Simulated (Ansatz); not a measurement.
Ga₉Sb₁₀H₂₆, a nanocrystal cut from wurtzite GaSb (hydrogen-capped). The state is a doublet with charge 0. Geometry r2SCAN-D4/def2-SVP, that of the charge +1 singlet; atoms count from 1.

Cartesian coordinates in Å:
```
Sb -0.270 1.878 4.155
Ga -1.524 -0.317 5.248
Sb 1.276 4.177 0.624
Ga 3.431 4.229 -1.018
Ga 0.018 2.012 1.529
Sb 1.354 -0.162 0.797
Sb -1.971 -1.562 2.901
Ga 0.235 -2.442 1.719
Sb 2.912 2.078 -2.582
Ga 1.733 -0.187 -1.829
Sb 3.068 -2.403 -2.382
Sb -0.228 -3.798 -0.514
Ga 1.991 -4.827 -1.641
Sb -2.296 1.782 0.299
Ga -3.664 -0.280 1.322
Ga -1.662 2.196 -2.287
Sb -0.701 -0.263 -2.824
Sb -3.967 -1.890 -0.788
Ga -1.846 -2.613 -2.240
H 1.274 2.193 4.788
H -0.979 3.365 4.570
H -0.380 -1.051 6.006
H -2.861 0.261 5.794
H 1.706 5.037 2.026
H 0.036 5.215 0.112
H 4.589 3.733 -0.102
H 3.325 5.499 -1.903
H 2.903 -0.006 1.486
H -2.814 -2.990 3.286
H 1.232 -3.150 2.691
H 4.396 1.585 -3.247
H 2.155 2.496 -4.041
H 4.642 -2.128 -1.805
H 3.421 -2.272 -4.038
H -1.143 -5.133 0.013
H 2.950 -5.326 -0.522
H 1.625 -5.493 -2.999
H -3.119 3.162 0.856
H -5.018 0.163 1.954
H -0.354 3.077 -2.196
H -2.917 2.524 -3.143
H -0.387 -0.341 -4.494
H -4.748 -3.302 -0.262
H -5.197 -1.302 -1.800
H -2.226 -3.420 -3.519
```

In the def2 sets Sb takes a core potential; there is no spin–orbit coupling. Single mean-field runs in def2-TZVP are fitted with def2-universal-jkfit.

Question: Estimate the Mulliken populations of the heavy atoms from the PBE0/def2-TZVP orbitals of Ansatz.

Answer: 
```tsv
atom	charge (e)	spin (α − β)
Sb1	0.00	0.09
Ga2	0.10	0.06
Sb3	0.02	0.04
Ga4	0.11	0.02
Ga5	-0.07	0.12
Sb6	-0.06	0.09
Sb7	-0.13	0.00
Ga8	0.06	0.05
Sb9	0.02	0.04
Ga10	-0.07	0.12
Sb11	0.00	0.09
Sb12	-0.13	0.00
Ga13	0.10	0.06
Sb14	-0.10	0.06
Ga15	0.08	0.02
Ga16	0.10	-0.01
Sb17	-0.10	0.06
Sb18	0.03	0.01
Ga19	0.08	0.02
```
Mulliken values depend strongly on the basis.

Question: Where does the spin sit?

Answer: Summed by element: Sb 0.46, Ga 0.45, H 0.08, of 1 unpaired in all. Largest on single atoms: Ga5 0.12, Ga10 0.12, Sb1 0.09.

Question: And the Mayer bond orders between heavy atoms (over 0.3)?

Answer: Sb1–Ga2 0.61 (2.75 Å); Sb1–Ga5 0.71 (2.65 Å); Ga2–Sb7 0.69 (2.69 Å); Sb3–Ga4 0.66 (2.71 Å); Sb3–Ga5 0.71 (2.66 Å); Ga4–Sb9 0.66 (2.71 Å); Ga5–Sb6 0.80 (2.65 Å); Ga5–Sb14 0.85 (2.63 Å); Sb6–Ga8 0.73 (2.70 Å); Sb6–Ga10 0.80 (2.65 Å); Sb7–Ga8 0.78 (2.65 Å); Sb7–Ga15 0.79 (2.65 Å); Ga8–Sb12 0.78 (2.65 Å); Sb9–Ga10 0.71 (2.66 Å); Ga10–Sb11 0.71 (2.65 Å); Ga10–Sb17 0.85 (2.63 Å); Sb11–Ga13 0.61 (2.75 Å); Sb12–Ga13 0.69 (2.69 Å); Sb12–Ga19 0.79 (2.65 Å); Sb14–Ga15 0.75 (2.68 Å); Sb14–Ga16 0.70 (2.69 Å); Ga15–Sb18 0.73 (2.67 Å); Ga16–Sb17 0.70 (2.69 Å); Sb17–Ga19 0.75 (2.68 Å); Sb18–Ga19 0.73 (2.67 Å).
